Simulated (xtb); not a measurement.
Job for xtb: GFN1-xTB on BH3OS (SMILES OBS), a point of a torsion scan.

```
$ xtb mol.xyz --gfn 1 --sp --chrg 0 --uhf 0
6

O     -1.12975702    -0.66438204     0.04763500
B     -0.09412745     0.15227555     0.12767815
S      1.52566470    -0.59533705     0.56241196
H     -1.99289958    -0.32878666    -0.19456103
H     -0.16610301     1.32670559     0.04242324
H      1.69490811     0.13773162     1.65484435
```

The head of its log:

```
[...]
           -------------------------------------------------
          |                Calculation Setup                |
           -------------------------------------------------



           -------------------------------------------------
          |                 G F N 1 - x T B                 |
           -------------------------------------------------

        Reference                      10.1021/acs.jctc.7b00118
      * Hamiltonian:
        H0-scaling (s, p, d)           1.850000    2.250000    2.000000
        zeta-weighting                 0.000000
      * Dispersion:
        s8                             2.400000
        a1                             0.630000
        a2                             5.000000
        s9                             0.000000
      * Repulsion:
        kExp                           1.500000
        rExp                           1.000000
      * Coulomb:
        alpha                          2.000000
        third order                    atomic
        anisotropic                    false
      * Halogen bond correction:
        rad-scale                      1.300000
        damping                        0.440000


          ...................................................
          :                      SETUP                      :
          :.................................................:
          :  # basis functions                  24          :
          :  # atomic orbitals                  23          :
          :  # shells                           13          :
          :  # electrons                        18          :
          :  # halogen bonds                     0          :
          :  max. iterations                   250          :
          :  Hamiltonian                  GFN1-xTB          :
          :  restarted?                      false          :
          :  GBSA solvation                  false          :
          :  PC potential                    false          :
          :  electronic temp.          300.0000000     K    :
          :  accuracy                    1.0000000          :
          :  -> integral cutoff          0.2500000E+02      :
          :  -> integral neglect         0.1000000E-07      :
          :  -> SCF convergence          0.1000000E-05 Eh   :
          :  -> wf. convergence          0.2000000E-04 e    :
          :  Broyden damping             0.4000000          :
          :  net charge                          0          :
          :  unpaired electrons                  0          :
          ...................................................

 iter      E             dE          RMSdq      gap      omega  full diag
   1    -11.4929055 -0.114929E+02  0.697E+00    6.20       0.0  T
   2    -11.5373697 -0.444642E-01  0.379E+00    4.82       1.0  T
```

### Question
What total energy does the run end on?

### Answer
-11.4602 hartree.
